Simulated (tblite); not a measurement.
Record of a relaxation.

C6H11B (charge +1 and doublet state).
Atom-mapped SMILES: `[CH2+:1][C:2]=[CH:3][CH2:4][B:5]([CH3:6])[CH3:7]` (hydrogens: H8, H9 on C1; H10 on C3; H11, H12 on C4; H13, H14, H15 on C6; H16, H17, H18 on C7)
Bond orders are those of one Lewis drawing.

Computed with GFN2-xTB (tblite), gas phase: L-BFGS steps from a force-field or distance-geometry start until the largest atomic force falls under 0.01 eV/Å. 6 of its 64 geometries are shown.

Step 0: E = -518.3390 eV, largest atomic force 6.256 eV/Å
```
atom  x, y, z in Å  |  force x, y, z in eV/Å
C1      3.074    1.106   -0.883   -3.326  -0.363   3.028
C2      1.964    0.654   -0.038    4.752   1.920  -3.587
C3      1.407   -0.547   -0.192   -2.560  -1.073   2.087
C4      0.282   -0.984    0.689    2.169  -1.251  -0.061
B5     -1.080   -0.235    0.348   -1.684   0.995  -0.638
C6     -1.766   -0.430   -1.087    0.914  -0.308   0.477
C7     -1.753    0.728    1.413    0.151  -0.697   0.027
H8      3.506    2.089   -0.710   -0.097  -0.291  -0.147
H9      3.454    0.485   -1.682    0.108  -0.050   0.134
H10     1.743   -1.213   -0.970   -0.145  -0.181  -0.454
H11     0.117   -2.083    0.560   -0.059   0.762  -0.015
H12     0.551   -0.818    1.762   -0.269   0.225  -0.783
H13    -2.788   -0.839   -0.942    0.664   0.365  -0.323
H14    -1.160   -1.133   -1.706   -0.796   0.560   0.135
H15    -1.825    0.558   -1.601   -0.129  -0.859   0.308
H16    -2.003    0.143    2.340    0.212   0.784  -0.720
H17    -2.683    1.172    1.009    0.553  -0.211   0.404
H18    -1.049    1.533    1.680   -0.460  -0.327   0.130
```

Step 13: E = -520.3623 eV, largest atomic force 0.726 eV/Å
```
atom  x, y, z in Å  |  force x, y, z in eV/Å
C1      3.177    1.101   -0.828   -0.306  -0.426   0.050
C2      2.224    0.356   -0.371    0.124   0.241  -0.221
C3      1.258   -0.557   -0.238   -0.233  -0.255  -0.194
C4      0.344   -0.983    0.794   -0.385   0.118  -0.008
B5     -1.119   -0.226    0.317    0.655  -0.264   0.169
C6     -1.701   -0.474   -1.091   -0.022   0.006   0.114
C7     -1.707    0.694    1.411   -0.062  -0.019  -0.005
H8      3.190    2.186   -0.849   -0.079  -0.220   0.070
H9      4.052    0.627   -1.274    0.064   0.174   0.299
H10     0.989   -1.014   -1.205    0.216   0.209   0.171
H11     0.090   -2.040    0.717   -0.030  -0.003  -0.228
H12     0.522   -0.764    1.841    0.431   0.373  -0.164
H13    -2.712   -0.847   -0.961   -0.281  -0.019  -0.080
H14    -1.207   -1.152   -1.777    0.125  -0.087   0.079
H15    -1.803    0.478   -1.606   -0.101   0.117  -0.100
H16    -1.943    0.148    2.322   -0.009  -0.045   0.064
H17    -2.623    1.157    1.064   -0.215   0.115   0.000
H18    -1.040    1.494    1.723    0.107  -0.017  -0.015
```

Step 25: E = -520.6257 eV, largest atomic force 0.356 eV/Å
```
atom  x, y, z in Å  |  force x, y, z in eV/Å
C1      3.196    1.032   -0.726   -0.060  -0.041  -0.020
C2      2.246    0.215   -0.496   -0.183   0.105  -0.270
C3      1.196   -0.603   -0.467   -0.135  -0.122   0.042
C4      0.373   -0.877    0.684   -0.035  -0.141   0.086
B5     -1.112   -0.238    0.343   -0.224   0.193  -0.119
C6     -1.751   -0.496   -1.044   -0.043  -0.022  -0.095
C7     -1.706    0.678    1.449    0.025   0.026   0.042
H8      2.989    2.079   -0.913    0.207   0.009  -0.023
H9      4.222    0.711   -0.758    0.275   0.172   0.147
H10     0.876   -1.016   -1.416    0.113  -0.078  -0.054
H11     0.054   -1.918    0.769    0.054  -0.085  -0.070
H12     0.821   -0.542    1.611   -0.043   0.098   0.131
H13    -2.784   -0.839   -0.982   -0.021  -0.017   0.156
H14    -1.232   -1.203   -1.685   -0.060  -0.049  -0.038
H15    -1.822    0.442   -1.601    0.061   0.010   0.026
H16    -1.939    0.141    2.367    0.031  -0.060   0.013
H17    -2.626    1.156    1.109    0.038  -0.030   0.006
H18    -1.012    1.464    1.744    0.001   0.031   0.039
```

Step 38: E = -520.7451 eV, largest atomic force 0.158 eV/Å
```
atom  x, y, z in Å  |  force x, y, z in eV/Å
C1      3.205    1.047   -0.665   -0.138   0.030   0.035
C2      2.212    0.242   -0.653    0.000  -0.067   0.054
C3      1.207   -0.635   -0.599    0.008  -0.043  -0.027
C4      0.378   -0.830    0.578    0.091  -0.001  -0.025
B5     -1.131   -0.188    0.314    0.065  -0.032  -0.023
C6     -1.825   -0.506   -1.027   -0.035   0.007  -0.025
C7     -1.688    0.683    1.471    0.014  -0.001  -0.002
H8      3.123    2.068   -1.016    0.053  -0.041  -0.086
H9      4.192    0.774   -0.316    0.005   0.001   0.024
H10     0.976   -1.232   -1.477    0.071   0.140   0.016
H11     0.122   -1.886    0.711   -0.022   0.094   0.046
H12     0.828   -0.405    1.470   -0.026  -0.038   0.062
H13    -2.866   -0.788   -0.872   -0.034  -0.018  -0.005
H14    -1.364   -1.274   -1.643   -0.073  -0.021  -0.018
H15    -1.859    0.404   -1.628   -0.019   0.016  -0.054
H16    -1.888    0.084    2.359    0.018  -0.020   0.013
H17    -2.625    1.159    1.185   -0.017  -0.004  -0.001
H18    -1.008    1.468    1.796    0.038  -0.002   0.017
```

Step 50: E = -520.7672 eV, largest atomic force 0.036 eV/Å
```
atom  x, y, z in Å  |  force x, y, z in eV/Å
C1      3.214    1.059   -0.644    0.002   0.004   0.007
C2      2.225    0.247   -0.636    0.006   0.010   0.003
C3      1.223   -0.625   -0.596    0.010   0.005   0.002
C4      0.379   -0.813    0.571   -0.008   0.001   0.003
B5     -1.121   -0.180    0.277   -0.016  -0.023   0.015
C6     -1.866   -0.505   -1.038   -0.008   0.006   0.004
C7     -1.661    0.670    1.462   -0.004   0.000  -0.002
H8      3.184    2.027   -1.123   -0.009   0.008  -0.021
H9      4.162    0.825   -0.179    0.035  -0.005   0.006
H10     1.009   -1.210   -1.482    0.009  -0.005  -0.013
H11     0.115   -1.863    0.722   -0.010  -0.014  -0.021
H12     0.821   -0.398    1.472   -0.011   0.011   0.014
H13    -2.908   -0.753   -0.833   -0.010  -0.014  -0.006
H14    -1.458   -1.307   -1.649   -0.003  -0.001   0.012
H15    -1.906    0.382   -1.675    0.012   0.008   0.000
H16    -1.839    0.038    2.334    0.000   0.007  -0.003
H17    -2.607    1.145    1.205    0.000   0.011   0.011
H18    -0.976    1.446    1.802    0.005  -0.009  -0.011
```

Step 63: E = -520.7688 eV, largest atomic force 0.009 eV/Å
```
atom  x, y, z in Å  |  force x, y, z in eV/Å
C1      3.225    1.062   -0.647   -0.002   0.003   0.002
C2      2.232    0.256   -0.619   -0.001  -0.001   0.004
C3      1.228   -0.615   -0.584    0.003  -0.008   0.002
C4      0.371   -0.818    0.572   -0.006   0.001  -0.002
B5     -1.133   -0.190    0.280   -0.001   0.004   0.000
C6     -1.874   -0.510   -1.038   -0.001   0.003   0.004
C7     -1.663    0.669    1.463   -0.001  -0.002   0.001
H8      3.187    2.024   -1.142    0.005  -0.001   0.002
H9      4.179    0.834   -0.190   -0.001   0.005  -0.002
H10     1.026   -1.198   -1.476   -0.003   0.002  -0.001
H11     0.109   -1.871    0.704    0.003   0.001  -0.006
H12     0.799   -0.409    1.484    0.004  -0.006  -0.004
H13    -2.919   -0.755   -0.844    0.003  -0.004   0.001
H14    -1.464   -1.312   -1.648   -0.005   0.004   0.007
H15    -1.902    0.381   -1.670    0.004  -0.005  -0.004
H16    -1.841    0.045    2.340    0.000   0.000   0.002
H17    -2.605    1.154    1.212    0.004   0.002  -0.003
H18    -0.966    1.439    1.792   -0.004   0.001  -0.002
```

**Question.** Summarise the path.

**Answer.** The energy falls by 234.44 kJ/mol from step 0 to step 63; nine tenths of that is first reached at step 20. It falls at every step. The largest force goes from 6.256 to 0.009 eV/Å. Among the bonds C1–C2 changes most, from 1.466 to 1.280 Å; the atoms move by 0.555 Å rms after alignment.

The cost below is that of the whole relaxation. Time: 0.3 s. Hardware: an Arm Neoverse V2 with one thread, on a shared host.
